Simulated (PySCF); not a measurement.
ClHMgS, SMILES [Cl][Mg][SH].

Geometry: PBE-D3(BJ)/def2-TZVP. Other conformers were not sampled.

Computed with C-PCM-PBE0/def2-SVP (PySCF 2.14.0).

The values are the electrostatic part of the solvation free energy, E(continuum) − E(gas) at the gas-phase geometry, in a cavity of scaled van der Waals radii (PySCF's table); cavitation and dispersion terms are not included. A continuum can't describe solvent molecules that bind to the metal. In vacuum the orbital gap is 5.77 eV. The dipole moment in vacuum is 1.08 D.

```csv
solvent,ε,ΔG(elec) (kcal/mol),dipole (D),gap (eV)
water,78.36,-15.8,1.28,6.31
toluene,2.37,-8.5,1.17,6.06
n-hexane,1.88,?,?,?
```

### Question
What belongs in the gaps? (The exact figures need the calculation; the answer reports its results.)

### Answer

- n-hexane, ΔG(elec) (kcal/mol): -6.7
- n-hexane, dipole (D): 1.15
- n-hexane, gap (eV): 6.00
